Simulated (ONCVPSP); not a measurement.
gallium (Ga): one change to an ONCV potential, before and after

ONCVPSP 4.0.1 input, shortened (lines: element, Z, core and valence counts, functional; n l f; lmax; l rc ep ncon nbas qcut; lloc lpopt rc5 dvloc0; l nproj debl; icmod fcfact rcfact), PBE, scalar-relativistic:

```
  Ga 31.00    6    2        4      upf
    1    0    2.00
    2    0    2.00
    2    1    6.00
    3    0    2.00
    3    1    6.00
    3    2   10.00
    4    0    1.75
    4    1    1.25
    2
    0    2.05    0.00    4    8    3.80
    1    2.65    0.00    3    8    2.80
    2    2.85    0.41    3    6    3.90
    4    4    1.90    4.00
    0    3    0.80
    1    2    3.70
    2    1    3.60
    3    4.50    1.15
```

Change: core [Ar], valence charge 13; reference 3d10 4s2 4p0.5; waves now 4s: rc 1.75 bohr, ncon 4, nbas 9, qcut 4.2 1/bohr, 1 projector; 4p: rc 2.05 bohr, ncon 4, nbas 7, qcut 3.8 1/bohr, 2 projectors, debl 0.9 Ha; 3d: rc 1.25 bohr, ncon 4, nbas 9, qcut 10.3 1/bohr, 2 projectors, debl 0.6 Ha; f scattering state at 0.14 Ha: rc 2.20 bohr, ncon 3, nbas 7, qcut 5.3 1/bohr, 2 projectors, debl 3.4 Ha; local potential polynomial inside 1.25 bohr (lpopt 5, dvloc0 6 Ha). In the d channel the program set the typed energies aside and used -0.845, 0.250 Ha.

Cutoffs: the cutoffs (Ha) at which the residual kinetic energy of the hardest occupied pseudo-wave falls to 1 and 0.1 mHa per electron; they do not see the model core or the augmentation charge, which bear on the density cutoff. Errors are all-electron minus pseudo energies relative to the spin-unpolarised reference configuration.

Q: What does the change do?

A: The potential gets harder (6.4 Ha and 21 Ha → 54 Ha and 187 Ha); neither file shows a bound ghost. The added semicore shells are compact, so their waves need more plane waves. Several settings change at once here, so the effects cannot be laid on one of them.

```csv
quantity,base,changed
"cutoff, loose",6.4 Ha,54 Ha
"cutoff, tight",21 Ha,187 Ha
bound ghosts,none,none
GHOST(+) flags under 300 eV,none,none
"largest error over its own tests, meV",+15,-89
"rms error of d²Exc/dni dnj with the model core, mHa",3.66,3.79
```
